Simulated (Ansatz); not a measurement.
`O=[CH][GeH2][AlH2]` + `C=[C]([GeH3])[SeH]` → `O=[CH][GeH2][SeH]` + `C=[C]([AlH2])[GeH3]`  (redistribution)

Gas-phase electronic energies from Ansatz, PBE0-D4/def2-TZVP geometries. CBS: MP2 limit from def2 TZ/QZ plus the TZ coupled-cluster correction, frozen cores. DFT in def2-TZVPP. B3LYP here is the variant with VWN-RPA as its local correlation; programs differ in this. For Ge, Se outer-core shells are correlated without core-valence functions, which leaves a few kJ/mol of doubt a bond. Scalar relativity is left out up to krypton. Each species was taken in one conformer, which may not be the lowest.

Is it downhill or uphill in electronic energy at CCSD(T)/CBS, and by how much? (Best estimate.)

Ansatz gave: Downhill: ΔE = -74.6 kJ/mol.

What do these levels give: ωB97X-V, ωB97M-V, B3LYP, CCSD/def2-TZVPP, HF/def2-QZVPP, SCS-MP2/def2-QZVPP? (Estimate.)

Ansatz gave: ωB97X-V -77.2, ωB97M-V -80.5, B3LYP -74.8, CCSD/def2-TZVPP -76.2, HF/def2-QZVPP -94.7, SCS-MP2/def2-QZVPP -79.2 kJ/mol.

Largest T1 diagnostic among the species: 0.015.

In def2-TZVPP, CCSD(T) changes the Hartree–Fock value by +21.1 kJ/mol (the triples alone add +2.2 kJ/mol) and MP2 by +17.0 kJ/mol. From PBE to PBE0 (25 % exact exchange), in def2-TZVPP and without D4, ΔE moves by −8.2 kJ/mol.
